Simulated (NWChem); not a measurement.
## A calculation on HBCl (+1)

```xyz
3

B      0.0000     0.0000    -1.1359
Cl     0.0000     0.0000     0.4715
H      0.0000     0.0000    -2.3354
```
Charge +1, spin multiplicity 1.

All runs are NWChem calculations. The geometry was optimised at PBE/def2-SVP, a minimum by its harmonic frequencies.

Symmetry labels belong to the abelian group C2v used in the runs, with the axes of the coordinates shown; states degenerate in a higher group split over its labels.

The spin multiplicity of the parent species was assumed, not shown to be that of its ground state. The structure started from a generated list of species.

Problem. List the lowest 6 singlet excitations that TD-PBE/aug-cc-pVDZ gives, with oscillator strengths.

Solution. 
```csv
state,symmetry,energy (eV),wavelength (nm),f
1,a2,6.80,182,0.000
2,a1,6.94,179,0.000
3,a2,6.94,179,0.000
4,b2,8.62,144,0.012
5,b1,8.62,144,0.012
6,a1,9.21,135,0.315
```
